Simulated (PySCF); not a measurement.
H5Sn, SMILES [SnH5-], charge -1. Geometry: PBE-D3(BJ)/def2-TZVPD. The def2 effective core potentials stand for the cores of Sn; spin–orbit coupling is left out.

Computed with PBE-D3(BJ)/def2-TZVPD in PySCF.

Harmonic wavenumbers (cm⁻¹): 392, 392, 707, 707, 733, 902, 902, 1130, 1256, 1585, 1585, 1618. Rotational constants (GHz): 52.41, 42.07, 42.07; symmetry number 6.

### Question
Work out the zero-point energy and the ideal-gas rigid-rotor harmonic-oscillator thermochemistry at 298.15 K and 1 atm.

### Answer
ZPE = ½ Σ hcν = ½ × 11908 cm⁻¹ = 17.02 kcal/mol. H − E(el) = 20.09 kcal/mol. Entropy in cal/(mol K): translation 40.35, rotation 15.23, vibration 3.24, total 58.82. G − E(el) = 2.55 kcal/mol. Cp = 14.91 cal/(mol K).
